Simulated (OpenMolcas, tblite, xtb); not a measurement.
## How methods differ on C2H4O2Si (SMILES C=C1O[SiH2]O1)

C2H4O2Si has 9 atoms, charge 0, and is taken as a singlet. SMILES: `C=C1O[SiH2]O1`. Geometry: relaxed at PBE0-D4/def2-TZVP.

```xyz
9

C     0.5273    1.3585   -1.1296
C     0.1573    0.3831   -0.3229
O    -0.5852    0.4736    0.8382
Si   -0.4400   -1.1905    0.9783
O     0.4217   -0.9673   -0.4421
H     0.2431    2.3748   -0.9045
H     1.1113    1.1326   -2.0084
H    -1.7011   -1.9496    0.8408
H     0.3541   -1.6615    2.1329
```

Each level gives the dipole moment (D). The values are calculated.

```csv
level,kind,program,value (D),CPU time
GFN1-xTB,semi-empirical,tblite,1.40,under 2 s
GFN0-xTB,semi-empirical,xtb,3.33,under 2 s
HF/cc-pVDZ,Hartree–Fock,OpenMolcas,2.20,14 s
SVWN5/cc-pVDZ,LDA,OpenMolcas,2.00,37 s
revPBE/cc-pVDZ,GGA,OpenMolcas,1.99,57 s
r2SCAN/cc-pVDZ,meta-GGA,OpenMolcas,2.06,60 s
B3LYP/cc-pVDZ,global hybrid,OpenMolcas,2.05,73 s
```

The values span 1.40 to 3.33 D. Magnitudes only. Times are those of the runs behind each value, whatever else they computed, on shared processors of several kinds: orders of magnitude only.
